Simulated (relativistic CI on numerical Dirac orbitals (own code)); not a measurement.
# Lu⁴⁸⁺: q coefficients and field-shift factors

Computed by Dirac-Coulomb-Breit CI, KLI orbitals optimised for each configuration, derivatives by finite differences, unscaled Slater integrals, QED left out (own radial code, finite nucleus).

Configurations in the expansion (outside the closed core [Ne]): 3s2 3p6 3d5, 3s2 3p5 3d6, 3s2 3p4 3d7, 3s 3p6 3d6, 3p6 3d7, 3s 3p5 3d7, 3s2 3p6 3d4 4s, 3s2 3p6 3d3 4s2. Levels of other configurations are missing.

With x = (α/α₀)² − 1 an excitation energy changes as ω = ω₀ + qx; K = 2q/ω₀ is the relative enhancement. Terms are leading LS components, so labels can repeat. The field-shift factor is F = δν/δ⟨r²⟩ for the transition from the lowest level.

Lowest level 3s2 3p6 3d5 4P_5/2.

```csv
Level,ω₀ (cm⁻¹),q (cm⁻¹),F (GHz/fm²)
3s2 3p6 3d5 6S_5/2,372056,466400,9.9
3s2 3p6 3d5 4G_7/2,465989,453300,9.92
3s2 3p6 3d5 4D_3/2,477603,463400,9.65
3s2 3p6 3d5 2H_11/2,478664,443700,10.3
3s2 3p6 3d5 2G_9/2,519732,458900,10.4
3s2 3p6 3d5 2D_5/2,545553,473300,10.3
3s2 3p6 3d5 4P_1/2,568323,501200,10.4
3s2 3p6 3d5 2F_7/2,583305,461300,10
3s2 3p6 3d5 2D_3/2,703929,516600,12
3s2 3p6 3d5 6S_5/2,829046,914200,19.2
3s2 3p6 3d5 4D_7/2,896760,925600,19.5
3s2 3p6 3d5 2I_11/2,903002,913700,20.1
3s2 3p6 3d5 4G_9/2,917799,915300,19.6
3s2 3p6 3d5 2I_13/2,944157,906300,20.5
3s2 3p6 3d5 4D_1/2,950527,942100,19.7
3s2 3p6 3d5 4P_3/2,957625,938100,20
3s2 3p6 3d5 2F_5/2,970997,927000,19.6
3s2 3p6 3d5 2H_9/2,1011296,924200,20.5
3s2 3p6 3d5 2G_7/2,1032776,922100,19.8
3s2 3p6 3d5 4F_5/2,1045714,934300,20.5
3s2 3p6 3d5 2D_3/2,1054638,910400,18.6
3s2 3p6 3d5 4P_1/2,1097278,931800,19.8
3s2 3p6 3d5 2G_7/2,1097279,931600,20.7
```

At this charge energies of transitions that change n are usually good to better than 1 %, and those within a shell (Δn = 0) to a few per cent.

Question: Which transition from the lowest level has the largest |K|?

Answer: 3s2 3p6 3d5 6S_5/2 at 372056 cm⁻¹, K = 2.51.
